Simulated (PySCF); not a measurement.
C$_{3}$H$_{7}$O$_{3}$ (SMILES COC(=[OH+])OC), charge +1, singlet, geometry from GFN2-xTB, atoms displaced at random by about 0.03 Å a coordinate; PySCF with PBE0/6-31G, gradient by finite differences.

PySCF was given this input:
```python
from pyscf import gto, scf, dft

mol = gto.M(
    atom='''
C     2.325033    0.155175    0.056754
O     1.138173   -0.609855    0.141625
C    -0.055720   -0.031270    0.078454
O    -0.212037    1.266883   -0.216335
O    -0.936060   -0.837423    0.095954
C    -2.377771   -0.354608   -0.112575
H     2.294108    0.982558    0.875090
H     3.173444   -0.533142    0.262054
H     2.481563    0.681071   -0.878458
H     0.561471    1.849350   -0.281547
H    -2.606109    0.398393    0.708107
H    -2.457062    0.079505   -1.070604
H    -3.015807   -1.244222    0.054503
''',
    basis='6-31g',
    charge=1,
    spin=0,
    verbose=4,
)

mf = dft.RKS(mol)
mf.xc = 'pbe0'
mf.conv_tol = 1e-11
mf.kernel()
scan, done = mf.as_scanner(), []
scan.scf_summary = {}
def energy(d):
    c = mol.atom_coords()
    c[3, 2] += d
    e = scan(mol.set_geom_(c, unit='Bohr', inplace=False))
    done.append(scan.converged)
    return e
h = 1e-5
fd = (energy(h) - energy(-h)) / (2 * h)
print('dE/dx =', fd)
```

Question: Write the output that PySCF gives for this input, abridged.

Answer: 
```
PySCF version 2.14.0

[INPUT] verbose = 4
[INPUT] num. atoms = 13
[INPUT] num. electrons = 48
[INPUT] charge = 1
[INPUT] spin (= nelec alpha-beta = 2S) = 0
[INPUT] symmetry False subgroup None
[INPUT] Mole.unit = angstrom
[INPUT] Symbol           X                Y                Z      unit          X                Y                Z       unit  Magmom
[...]
nuclear repulsion = 262.003681204814
number of shells = 44
number of NR pGTOs = 160
number of NR cGTOs = 68
basis = 6-31g
ecp = {}

******** <class 'pyscf.dft.rks.RKS'> ********
method = RKS
initial guess = minao
damping factor = 0
level_shift factor = 0
DIIS = <class 'pyscf.scf.diis.CDIIS'>
diis_start_cycle = 1
diis_space = 8
diis_damp = 0
SCF conv_tol = 1e-11
SCF conv_tol_grad = None
SCF max_cycles = 50
direct_scf = True
direct_scf_tol = 1e-13
XC library pyscf.dft.libxc version 7.1.2
    S. Lehtola, C. Steigemann, M. J. T. Oliveira, and M. A. L. Marques,  SoftwareX 7, 1–5 (2018)
XC functionals = pbe0
    C. Adamo and V. Barone,  J. Chem. Phys. 110, 6158 (1999)
    M. Ernzerhof and G. E. Scuseria,  J. Chem. Phys. 110, 5029 (1999)
radial grids:
    Treutler-Ahlrichs [JCP 102, 346 (1995); DOI:10.1063/1.469408] (M4) radial grids

becke partition: Becke, JCP 88, 2547 (1988); DOI:10.1063/1.454033
pruning grids: <function nwchem_prune>
grids dens level: 3
symmetrized grids: False
atomic radii adjust function: <function treutler_atomic_radii_adjust>
small_rho_cutoff = 0
Set gradient conv threshold to 3.16228e-06
Initial guess from minao.
tot grids = 153256
init E= -344.651247586807
[...]
cycle= 1 E= -343.233446466678  delta_E= 1.42  |g|= 0.806  |ddm|= 3.31
[...]
cycle= 2 E= -343.106181920244  delta_E= 0.127  |g|= 1.18  |ddm|= 1.64
[...]
cycle= 3 E= -343.380705991644  delta_E= -0.275  |g|= 0.0551  |ddm|= 0.893
[...]
cycle= 4 E= -343.380710944813  delta_E= -4.95e-06  |g|= 0.0564  |ddm|= 0.0849
[...]
cycle= 5 E= -343.381317774229  delta_E= -0.000607  |g|= 0.00645  |ddm|= 0.0469
[...]
cycle= 6 E= -343.38132649608  delta_E= -8.72e-06  |g|= 0.00153  |ddm|= 0.00665
[...]
cycle= 7 E= -343.381327003475  delta_E= -5.07e-07  |g|= 0.000733  |ddm|= 0.00196
[...]
cycle= 8 E= -343.381327101601  delta_E= -9.81e-08  |g|= 0.000169  |ddm|= 0.000626
[...]
cycle= 9 E= -343.381327107836  delta_E= -6.23e-09  |g|= 2.85e-05  |ddm|= 0.000177
[...]
cycle= 10 E= -343.381327108019  delta_E= -1.84e-10  |g|= 1.07e-05  |ddm|= 3.55e-05
[...]
cycle= 11 E= -343.381327108051  delta_E= -3.18e-11  |g|= 7.5e-07  |ddm|= 1.01e-05
[...]
cycle= 12 E= -343.38132710805  delta_E= 1.36e-12  |g|= 1.12e-07  |ddm|= 1.28e-06
[...]
Extra cycle  E= -343.38132710805  delta_E=    0  |g|= 1.61e-07  |ddm|= 2.51e-07
converged SCF energy = -343.38132710805
Create scanner for <class 'pyscf.dft.rks.RKS'>

WARN: Mole.unit (angstrom) is changed to Bohr

New geometry
   1 C      2.325033000000   0.155175000000   0.056754000000 AA    4.393675600576   0.293238251379   0.107249516474 Bohr
   2 O      1.138173000000  -0.609855000000   0.141625000000 AA    2.150835252375  -1.152458925697   0.267632462392 Bohr
   3 C     -0.055720000000  -0.031270000000   0.078454000000 AA   -0.105295539661  -0.059091735915   0.148256573377 Bohr
   4 O     -0.212037000000   1.266883000000  -0.216329708228 AA   -0.400691858274   2.394061901867  -0.408803901158 Bohr
   5 O     -0.936060000000  -0.837423000000   0.095954000000 AA   -1.768897036160  -1.582500120412   0.181326780557 Bohr
   6 C     -2.377771000000  -0.354608000000  -0.112575000000 AA   -4.493335976933  -0.670112001580  -0.212735918473 Bohr
   7 H      2.294108000000   0.982558000000   0.875090000000 AA    4.335235820174   1.856765521500   1.653680434346 Bohr
   8 H      3.173444000000  -0.533142000000   0.262054000000 AA    5.996940031644  -1.007492365503   0.495210289847 Bohr
   9 H      2.481563000000   0.681071000000  -0.878458000000 AA    4.689474430854   1.287037661384  -1.660045031933 Bohr
[...]
radial grids:
    Treutler-Ahlrichs [JCP 102, 346 (1995); DOI:10.1063/1.469408] (M4) radial grids

becke partition: Becke, JCP 88, 2547 (1988); DOI:10.1063/1.454033
pruning grids: <function nwchem_prune>
grids dens level: 3
symmetrized grids: False
atomic radii adjust function: <function treutler_atomic_radii_adjust>
small_rho_cutoff = 0
Set gradient conv threshold to 3.16228e-06
tot grids = 153256
init E= -343.381327825426
[...]
cycle= 1 E= -343.381327220948  delta_E= 6.04e-07  |g|= 1.08e-06  |ddm|= 9.81e-06
[...]
cycle= 2 E= -343.381327220949  delta_E= -1.36e-12  |g|= 1.43e-06  |ddm|= 2.34e-06
[...]
Extra cycle  E= -343.381327220947  delta_E= 2.05e-12  |g|= 2.31e-06  |ddm|= 2.89e-06
converged SCF energy = -343.381327220947

WARN: Mole.unit (angstrom) is changed to Bohr

New geometry
   1 C      2.325033000000   0.155175000000   0.056754000000 AA    4.393675600576   0.293238251379   0.107249516474 Bohr
   2 O      1.138173000000  -0.609855000000   0.141625000000 AA    2.150835252375  -1.152458925697   0.267632462392 Bohr
   3 C     -0.055720000000  -0.031270000000   0.078454000000 AA   -0.105295539661  -0.059091735915   0.148256573377 Bohr
   4 O     -0.212037000000   1.266883000000  -0.216340291772 AA   -0.400691858274   2.394061901867  -0.408823901158 Bohr
   5 O     -0.936060000000  -0.837423000000   0.095954000000 AA   -1.768897036160  -1.582500120412   0.181326780557 Bohr
   6 C     -2.377771000000  -0.354608000000  -0.112575000000 AA   -4.493335976933  -0.670112001580  -0.212735918473 Bohr
   7 H      2.294108000000   0.982558000000   0.875090000000 AA    4.335235820174   1.856765521500   1.653680434346 Bohr
   8 H      3.173444000000  -0.533142000000   0.262054000000 AA    5.996940031644  -1.007492365503   0.495210289847 Bohr
   9 H      2.481563000000   0.681071000000  -0.878458000000 AA    4.689474430854   1.287037661384  -1.660045031933 Bohr
  10 H      0.561471000000   1.849350000000  -0.281547000000 AA    1.061026416886   3.494765008464  -0.532046721193 Bohr
  11 H     -2.606109000000   0.398393000000   0.708107000000 AA   -4.924832260764   0.752853659944   1.338128296887 Bohr
  12 H     -2.457062000000   0.079505000000  -1.070604000000 AA   -4.643174251076   0.150242675534  -2.023148347864 Bohr
  13 H     -3.015807000000  -1.244222000000   0.054503000000 AA   -5.699049274546  -2.351238818159   0.102995742967 Bohr

******** <class 'pyscf.scf.hf.RKS_Scanner'> ********
method = RKS_Scanner
initial guess = minao
damping factor = 0
level_shift factor = 0
DIIS = <class 'pyscf.scf.diis.CDIIS'>
diis_start_cycle = 1
diis_space = 8
diis_damp = 0
SCF conv_tol = 1e-11
SCF conv_tol_grad = None
SCF max_cycles = 50
direct_scf = True
direct_scf_tol = 1e-13
XC library pyscf.dft.libxc version 7.1.2
    S. Lehtola, C. Steigemann, M. J. T. Oliveira, and M. A. L. Marques,  SoftwareX 7, 1–5 (2018)
XC functionals = pbe0
    C. Adamo and V. Barone,  J. Chem. Phys. 110, 6158 (1999)
    M. Ernzerhof and G. E. Scuseria,  J. Chem. Phys. 110, 5029 (1999)
radial grids:
    Treutler-Ahlrichs [JCP 102, 346 (1995); DOI:10.1063/1.469408] (M4) radial grids

becke partition: Becke, JCP 88, 2547 (1988); DOI:10.1063/1.454033
pruning grids: <function nwchem_prune>
grids dens level: 3
symmetrized grids: False
atomic radii adjust function: <function treutler_atomic_radii_adjust>
small_rho_cutoff = 0
Set gradient conv threshold to 3.16228e-06
tot grids = 153256
init E= -343.381325786063
[...]
cycle= 1 E= -343.381326995139  delta_E= -1.21e-06  |g|= 5.78e-06  |ddm|= 2.03e-05
[...]
cycle= 2 E= -343.381326995128  delta_E= 1.08e-11  |g|= 9.71e-06  |ddm|= 1.22e-05
[...]
cycle= 3 E= -343.381326995147  delta_E= -1.91e-11  |g|= 7.7e-07  |ddm|= 7.46e-06
[...]
cycle= 4 E= -343.381326995147  delta_E= 6.82e-13  |g|= 2.79e-07  |ddm|= 8.19e-07
[...]
Extra cycle  E= -343.381326995146  delta_E= 2.27e-13  |g|= 4.37e-07  |ddm|= 5.03e-07
converged SCF energy = -343.381326995146
dE/dx = -0.011290040902167673
```
